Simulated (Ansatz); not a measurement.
B8H13⁻, relaxed as a singlet with RKS r2SCAN-D4/def2-SVPD in Ansatz, starting from the GFN1-xTB geometry. Force threshold 0.02 eV/Å.

Another isomer (singlet) lies 1.33 eV lower at PBE0-D4/def2-TZVPD; other spin states weren't run for this one.

Start:

```xyz
21

B    -0.188   -0.510    1.494
B    -2.583    0.930    0.521
B     0.991    0.499    0.647
B     1.271   -0.173   -0.716
B    -0.561    1.150    1.590
B     1.220    0.055   -2.387
B     1.917   -1.539   -1.475
B    -1.907   -0.214    1.450
H    -3.332    1.737    0.998
H     1.264   -2.539   -1.432
H     0.126    0.033   -2.865
H    -2.443   -0.848    2.309
H     3.101   -1.679   -1.359
H     0.305   -1.256    2.274
H     1.887    1.087    1.185
H    -0.911    1.887    0.688
H    -2.469    1.009   -0.664
H     1.779   -1.135   -2.774
H     1.977    0.878   -2.810
H    -1.079   -1.097    0.712
H    -0.365    1.725    2.615
```

```csv
step,energy (eV),largest force component (eV/Å),SCF passes
1,-5613.7238,1.384,20
2,-5614.1749,0.794,28
3,-5614.5062,0.520,26
4,-5614.6129,0.423,21
5,-5614.6624,0.188,20
6,-5614.7183,0.222,27
7,-5614.7499,0.238,26
8,-5614.7853,0.201,21
9,-5614.8087,0.197,27
10,-5614.8257,0.341,20
11,-5614.8535,0.272,26
12,-5614.8876,0.227,26
13,-5614.9425,0.272,26
14,-5615.0143,0.336,26
15 (rejected),-5615.0016,0.450,26
16,-5615.0424,0.374,20
17,-5615.0467,0.368,20
18 (rejected),-5614.8324,1.016,26
19,-5615.0571,0.061,21
20,-5615.0582,0.060,20
21,-5615.0618,0.058,20
22,-5615.0678,0.139,19
23,-5615.0710,0.095,21
24,-5615.0757,0.066,20
25,-5615.0774,0.051,20
26,-5615.0779,0.029,22
27,-5615.0782,0.018,22
```

Force components are those of the run's own axes.

End:

```tsv
atom	x (Å)	y (Å)	z (Å)
B1	0.120	-0.609	1.362
B2	-2.169	0.947	0.357
B3	0.947	0.662	0.342
B4	1.021	-0.847	-0.198
B5	-0.476	1.168	1.136
B6	0.946	0.238	-1.562
B7	1.595	-1.615	-1.532
B8	-1.566	-0.194	1.457
H9	-3.051	1.674	0.772
H10	0.948	-2.454	-2.121
H11	-0.185	0.251	-2.001
H12	-2.146	-0.673	2.398
H13	2.795	-1.812	-1.415
H14	0.608	-1.158	2.324
H15	2.078	0.852	0.748
H16	-1.146	1.733	0.066
H17	-2.279	0.503	-0.772
H18	1.634	-0.591	-2.405
H19	1.628	1.217	-1.811
H20	-0.859	-1.250	0.802
H21	-0.443	1.956	2.053
```

Bonds formed: B1–B4, B2–B5, B2–H16, B3–B6 (atoms count from 1).

No frequencies were taken in this run, so the end may be a saddle point.

Hardware: 4 threads of Arm Neoverse V2 on a shared host. Wall time 2.5 min.
